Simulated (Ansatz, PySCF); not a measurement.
Reaction (SMILES): Cl[SiH2]Cl [dichlorosilane] -> Cl[SiH-]Cl + H+
Each molecule is optimised on its own at B3LYP-D3(BJ)/def2-TZVP (Ansatz, a program for electronic structure).
Geometry of the first species:
```
Si
H 1 1.4701
H 1 1.4701 2 112.80
Cl 1 2.0521 2 108.47 3 120.19
Cl 1 2.0521 2 108.47 3 -120.19
```

Property: gas-phase deprotonation energy (electronic energy difference), in kcal/mol. Correlated levels leave the core frozen unless marked. Spin-orbit coupling is left out. No relativistic terms. Anions need diffuse functions: aug- sets have them; def2-D sets add few; the other sets have none. CBS(X,Y): correlation extrapolated as X^-3; Hartree-Fock from the larger set. The bracket is a focal-point correction in the basis named.

RI-MP2/CBS(aug-cc-pV(T+d)Z,aug-cc-pV(Q+d)Z)+[CCSD(T)-MP2]/aug-cc-pV(T+d)Z (Ansatz) gives 357.0 kcal/mol.

Q: Another calculation gave 358.4 kcal/mol. Which level was it?
(A) PW6B95/def2-TZVPD (PySCF)
(B) BLYP/def2-TZVPD (Ansatz)
(C) PBE-QIDH/def2-TZVPD (Ansatz)
(D) M06-L/def2-TZVPD (PySCF)

A: C, PBE-QIDH/def2-TZVPD (Ansatz). The others give 350.4 (BLYP), 355.7 (PW6B95), 362.8 (M06-L) kcal/mol.
